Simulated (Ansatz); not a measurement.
The molecule NaB-, multiplicity 4 (an upper state: multiplicity 2 came lower at CCSD(T)/def2-TZVPP on PBE0 minima).

Seven points along R, fitted to fifth degree in 1/R; most abundant isotopes. Runs in def2 and cc sets follow the lowest solution found near the PBE0 minimum.

Run with Ansatz (Gaussian basis) for Hartree–Fock, density functionals and correlated methods. Values without a source in brackets are computed.

Energies at wB97X-V/def2-TZVPP:

```csv
R (Å),E (hartree)
2.453103,-186.93458824
2.519047,-186.93552606
2.579715,-186.93596322
2.648296,-186.93606206
2.716878,-186.93582630
2.796010,-186.93523269
2.888331,-186.93421729
```

With a reduced mass of 7.4444 u, find the minimum, the force constant and the constants.

A fifth-degree polynomial in 1/R puts the minimum at r_e = 2.6319 Å with force constant 32.7 N/m. Then ω_e = (1/2πc)√(k/μ) = 273 cm⁻¹ and B_e = h/(8π²cμr_e²) = 0.3269 cm⁻¹; the cubic and quartic terms give α_e = 0.0048 and ω_e x_e = 2.8 cm⁻¹.

Ansatz is a first-principles code.
